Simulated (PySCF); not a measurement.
B(F)(vinyl)(NH2) (C2H5BFN), SMILES C(=C)B(F)N.

Geometry optimised at B3LYP-D3(BJ)/def2-SVP. The structure was generated by enumeration, and PubChem lists no compound with its InChIKey, so it may never have been made. Other conformers were not sampled.

Two levels are set side by side: TDA-PBE/def2-SVPD (PySCF) and TDA-ωB97X/def2-SVPD (PySCF). Vertical, same geometry. The lowest singlet is HOMO→LUMO 61 %, HOMO−1→LUMO 34 % with PBE and HOMO−2→LUMO 96 % with the other functional; states are paired by order. Differences are taken from unrounded values.

```
quantity                               TDA-PBE
-------------------------------------  -------
lowest singlet excitation (eV)            5.61
lowest triplet excitation (TDA) (eV)      3.99
first bright state (f over 0.05) (eV)     5.61
its oscillator strength                   0.08
```

**Question.** These are the TDA-PBE values. What does TDA-ωB97X give? (The exact figures need the calculation; the answer reports its results.)

**Answer.** 
| quantity | TDA-ωB97X | TDA-PBE minus TDA-ωB97X |
|---|---|---|
| lowest singlet excitation (eV) | 6.90 | -1.29 |
| lowest triplet excitation (TDA) (eV) | 4.07 | -0.08 |
| first bright state (f over 0.05) (eV) | 7.00 | -1.40 |
| its oscillator strength | 0.32 | -0.24 |

A lower first singlet is the usual sign of a functional without exact exchange. Differences between two approximate levels are no errors against the true value.

Rough cost on one machine, each run with all the roots and properties that it gave: TDA-ωB97X against TDA-PBE about 5 times.
